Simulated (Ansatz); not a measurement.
Job for Ansatz (an electronic-structure program): R-CCSD(T)/def2-TZVPPD on HBr (SMILES Br) with ghost functions, monomers drawn apart or pushed together. Files ending in .json are basis or fitting sets from the Basis Set Exchange. The run froze 14 orbitals, filled d shells among them.

Ansatz 0.2 input:
```yaml
crystal:
  periodic: [false, false, false]
  atoms:
    - {symbol: Br, position_ang: [-0.46725957, -1.37691034, -0.09631907]}
    - {symbol: H, position_ang: [0.41335495, -0.30808090, 0.25409780]}
basis:
  gaussian:
    orbitals: def2-TZVPPD.json
    ghost_atoms:
      - {symbol: O, position_ang: [-0.75569058, 0.75618174, 5.20736123]}
      - {symbol: Si, position_ang: [0.84405542, 1.09258535, 5.40831705]}
      - {symbol: H, position_ang: [-1.00282229, 0.16816757, 4.48615500]}
      - {symbol: H, position_ang: [1.62778254, -0.10015763, 5.80993602]}
      - {symbol: H, position_ang: [0.92586653, 2.13151730, 6.45242034]}
      - {symbol: H, position_ang: [1.44630198, 1.61225469, 4.14785749]}
magnetization: {spin_polarized: false}
correlation: {method: ccsd_t, electrons: outside_noble_gas}
scf: {lower_state_search: off}
```

Program output:

```
Functional definition: HF
[...]
these checks for a lower state are left out or cut short: stability, starts, cluster_reference, orbital_swaps, neighbouring_geometries, increment
integrals: 1.17 GiB planned
1328 factors; integrals over basis functions are off by at most 1.3e-3 eV
mean field: 0.64 GiB planned
mean field evaluation 1: about -70014.5509 eV, gradient 9.3e0 eV
mean field evaluation 2: about -70014.5700 eV, gradient 9.4e0 eV
mean field evaluation 4: about -70014.9473 eV, gradient 1.2e0 eV
mean field evaluation 8: about -70014.9553 eV, gradient 7.8e-5 eV
mean field -70014.95528069 eV, -2573.0021487243 hartree, gradient 1.8e-6 eV, S^2 0.000000; 0 other end points of the search recorded, 0 dependent functions left out
14 core orbitals not correlated
reference -70014.95528069 eV, -2573.0021487243 hartree; 4, 4 occupied and 212, 212 virtual orbitals, 1328 factors
second order -4.77021956 eV of doubles, -0.00000000 eV of singles
coupled cluster: 1.19 GiB planned
cycle   1  -5.15510433 eV  change   -3.8e-1 eV  update   4.0e-2
cycle   2  -5.27652894 eV  change   -1.2e-1 eV  update   1.2e-2
cycle   3  -5.28321265 eV  change   -6.7e-3 eV  update   2.9e-3
cycle   4  -5.28262080 eV  change    5.9e-4 eV  update   7.7e-4
cycle   5  -5.28240962 eV  change    2.1e-4 eV  update   1.5e-4
cycle   6  -5.28238832 eV  change    2.1e-5 eV  update   4.4e-5
cycle   7  -5.28239452 eV  change   -6.2e-6 eV  update   1.2e-5
cycle   8  -5.28239531 eV  change   -7.9e-7 eV  update   4.5e-6
perturbative correction -0.18240173 eV, -0.0067031398 hartree
Total energy: -70020.42007773 eV, -2573.2029763111 hartree
Checks for a lower state left out: stability, starts, cluster_reference, orbital_swaps, neighbouring_geometries, increment
```

The calculation finished and met its thresholds.

Cost: roughly 4 core-minutes.
